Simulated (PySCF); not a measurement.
# Solvent effects on NMR parameters

Numbering as in the mapped SMILES `[O:1]=[S:2](=[O:3])([c:4]1[cH:5][cH:6][n:7][n:8][cH:9]1)[C:10]([F:11])([F:12])[F:13]`. Hydrogens are named by the atom that carries them.

GIAO PBE0/pcSseg-1 in PySCF 2.14 on one PBE0-D3(BJ)/def2-SVP conformer, non-relativistic, equivalent nuclei averaged. Solvents enter as an IEF-PCM continuum (cyclohexane with ε = 2.0, acetonitrile with ε = 35.7) around the gas-phase geometry. Shifts are referred to CS2, TMS, CFCl3 computed in the same medium.

In cyclohexane, δ in ppm: S2 299.6, C6 159.0, C9 153.9, C4 138.0, C5 129.8, C10 126.9, F11/F12/F13 -87.5, H(C6) 10.02, H(C9) 9.91, H(C5) 7.97. Dipole moment 2.92 D.

Problem. How does each δ change in the more polar medium?

Solution. 
| atoms | environment | Δδ, acetonitrile |
| --- | --- | --- |
| S2 | sulfone sulfur | +0.8 |
| C6 | aromatic CH next to a ring nitrogen | +2.4 |
| C9 | aromatic CH next to a ring nitrogen | +1.7 |
| C4 | aromatic carbon bearing sulfur | +1.8 |
| C5 | aromatic CH | +3.7 |
| C10 | CF3 carbon | +0.8 |
| F11/F12/F13 | fluorine of an SCF3 group | +2.8 |
| H(C6) | hydrogen on an aromatic CH next to a ring nitrogen | +0.10 |
| H(C9) | hydrogen on an aromatic CH next to a ring nitrogen | 0.00 |
| H(C5) | hydrogen on an aromatic CH | +0.34 |

Changes are relative to cyclohexane. The dipole moment becomes 3.46 D in acetonitrile.

Problem. Which nuclei move most (in ppm), and what does the model miss?

Solution. C5 (aromatic CH, +3.7 ppm) in acetonitrile. A continuum only polarises the solute; specific hydrogen bonds, the anisotropy of aromatic solvents and changes of geometry or conformer are outside it.
